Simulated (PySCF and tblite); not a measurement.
Values are calculated unless marked as measured or tabulated.
F4H4O3Si4, numbered as in [F:1][Si:2]1([F:3])[O:4][SiH:5]([SiH3:6])[O:7][Si:8]([F:9])([F:10])[O:11]1.

Geometries GFN2-xTB; weights from PBE0-D3(BJ)/def2-SVP energies and GFN2-xTB thermal corrections, with symmetry numbers and mirror pairs. Conformers within 3 kcal/mol (GFN2-xTB free energy) were kept, 10 at most. GIAO shieldings: wB97X-D/6-31G*. Shifts are against CFCl3 (¹⁹F) at the same level. Codes: tblite and PySCF.

Task: List the conformer-averaged shifts at 298.15 K.

Result: ¹⁹F: -140.0 (F1/F9), -141.0 (F3/F10) ppm.

Unscaled ¹⁹F shifts at such levels can be off by tens of ppm; differences between conformers or isomers are more reliable.
